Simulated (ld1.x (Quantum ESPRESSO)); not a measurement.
## zinc (Zn) ultrasoft: all-electron and pseudo phase curves

Zn, ultrasoft, made with ld1.x (Quantum ESPRESSO) 7.5 (PBE, scalar-relativistic). Core [Ar] 3d10, reference 4s1 4p1. Waves: 4s (bound): rcut 1.85, rcutus 2.30 bohr; 4s channel at 4.1 Ry: rcut 1.85, rcutus 2.30 bohr; 4p (bound): rcut 3.10, rcutus 3.35 bohr; 4p channel at 3.7 Ry: rcut 3.10, rcutus 3.35 bohr. Local part: all-electron potential smoothed inside 1.75 bohr (lloc = -2). Core correction: Bessel-smoothed model core, default radius (core density twice the valence density). Augmentation charge: PSQ, radius 2.05 bohr.

The phase is arctan(r·u′/u) with u = r·R(r), unwrapped; energies in Ry, scanned from -3 to 5 Ry. A pole is an energy at which the radial function vanishes at the test radius. The pseudo phase is shifted by a multiple of π to meet the all-electron one at the reference energy, and phase errors are pseudo minus all-electron; the curves can meet again beyond the range given. Levels narrower than the energy grid can be missing from the lists of poles.

```tsv
channel	radius (bohr)	reference energy (Ry)	poles, all-electron	poles, pseudo	unbroken range about the reference energy with phases within 0.05 rad	phase error 1 Ry above the reference energy (rad)
s	3.64	-0.54	-0.25, 3.12	-0.25, 3.12	the whole range	-0.000
p	3.64	-0.15	0.45, 3.90	0.44, 3.89	below 1.6	-0.007
```

Phases in the s channel:

| E (Ry) | all-electron | pseudo |
| --- | --- | --- |
| -3.00 | 1.398 | 1.398 |
| -2.52 | 1.378 | 1.378 |
| -2.04 | 1.348 | 1.348 |
| -1.56 | 1.294 | 1.294 |
| -1.08 | 1.150 | 1.150 |
| -0.60 | -0.744 | -0.744 |
| -0.12 | -1.646 | -1.646 |
| 0.36 | -1.828 | -1.828 |
| 0.84 | -2.149 | -2.150 |
| 1.32 | -3.632 | -3.637 |
| 1.80 | -4.416 | -4.417 |
| 2.28 | -4.591 | -4.592 |
| 2.76 | -4.672 | -4.672 |
| 3.24 | -4.725 | -4.725 |
| 3.72 | -4.772 | -4.772 |
| 4.20 | -4.826 | -4.826 |
| 4.68 | -4.912 | -4.912 |
